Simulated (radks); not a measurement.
Results of a calculation; reference values are marked as such.
Species: Ga3+. Configuration: [Ne] 3s1 3p6 3d10 4d1 (not the ground configuration). Level of theory: scalar-relativistic Kohn-Sham, AM05, spin-polarised, spherical densities, finite nucleus; open shells are filled with parallel spins first; Fermi nuclear charge, rms radius 3.9973 fm (a radial shooting solver on a logarithmic mesh with Libxc functionals).

Normalised radial functions P(r) = r R(r), r in bohr:

r	3d down
0.004897	0.0000
0.00561	0.0001
0.006479	0.0001
0.007423	0.0002
0.008505	0.0002
0.009744	0.0003
0.01125	0.0005
0.01289	0.0008
0.01477	0.0011
0.01692	0.0016
0.01954	0.0024
0.02239	0.0036
0.02565	0.0052
0.02939	0.0075
0.03394	0.0110
0.03889	0.0157
0.04455	0.0223
0.05104	0.0315
0.05895	0.0449
0.06753	0.0624
0.07737	0.0857
0.08864	0.1164
0.1024	0.1588
0.1173	0.2100
0.1344	0.2735
0.154	0.3503
0.1778	0.4461
0.2037	0.5490
0.2334	0.6608
0.2674	0.7765
0.3088	0.8956
0.3538	0.9961
0.4053	1.0755
0.4643	1.1257
0.5363	1.1402
0.6144	1.1153
0.7039	1.0547
0.8064	0.9633
0.9314	0.8414
1.067	0.7115
1.222	0.5763
1.401	0.4449
1.617	0.3186
1.853	0.2180
2.123	0.1390
2.432	0.0817
2.809	0.0421
3.218	0.0201
3.687	0.0084
4.224	0.0031
4.879	0.0009
5.589	0.0002
6.404	0.0000
7.337	0.0000
8.473	0.0000
9.707	0.0000

3d down: eigenvalue -65.856 eV, 0 radial nodes, <r> = 0.746 bohr, 90 % of the charge inside 1.25 bohr.
